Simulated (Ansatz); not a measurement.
C2H7NOSi can be A, `CN1[SiH2]C1O`, or B, `N[Si]1(O)CC1`.

Isolated molecules relaxed with PBE0-D4/def2-TZVP in Ansatz; ΔE leaves out vibrations. CBS: MP2 limit from def2 TZ/QZ plus the TZ coupled-cluster correction, frozen cores. DFT in def2-TZVPP. Each species was taken in one conformer, which may not be the lowest.

A:

```xyz
12

C    -1.128   -0.624    1.021
N    -0.379    0.013   -0.029
Si    0.375    1.477   -0.483
C     0.998   -0.273   -0.344
O     1.255   -1.216   -1.338
H    -2.097   -0.134    1.132
H    -0.610   -0.582    1.989
H    -1.308   -1.676    0.779
H     0.731    2.489    0.547
H    -0.101    2.114   -1.734
H     1.648   -0.513    0.503
H     0.615   -1.076   -2.043
```

B:

```xyz
12

N    -1.876    0.181   -0.167
Si   -0.260   -0.359   -0.228
O    -0.146   -1.744   -1.098
C     1.011   -0.139    1.050
C     1.082    0.868   -0.186
H    -2.599   -0.381    0.252
H    -2.068    1.164   -0.075
H    -0.637   -1.753   -1.923
H     0.773    0.328    2.001
H     1.852   -0.822    1.130
H     0.909    1.913    0.058
H     1.960    0.743   -0.814
```

**Question.** Which is lower in electronic energy at CCSD(T)/CBS, and by how much? (Estimate.)

**Answer.** Ansatz gave: B, by 280.3 kJ/mol.

**Question.** Give E(B) − E(A) in kJ/mol with HF/def2-TZVPP, B2PLYP, ωB97M-V, PBE-D4, PBE0-D4, CCSD(T)/def2-TZVPP, r2SCAN-D4. (Best estimate.)

**Answer.** Computed: HF/def2-TZVPP -282.6, B2PLYP -273.2, ωB97M-V -277.8, PBE-D4 -249.2, PBE0-D4 -264.3, CCSD(T)/def2-TZVPP -275.1, r2SCAN-D4 -273.0. None reverses the order clearly.

Largest T1 diagnostic: 0.013.

From PBE to PBE0 (25 % exact exchange), in def2-TZVPP and without D4, E(B) − E(A) moves by −15.1 kJ/mol.
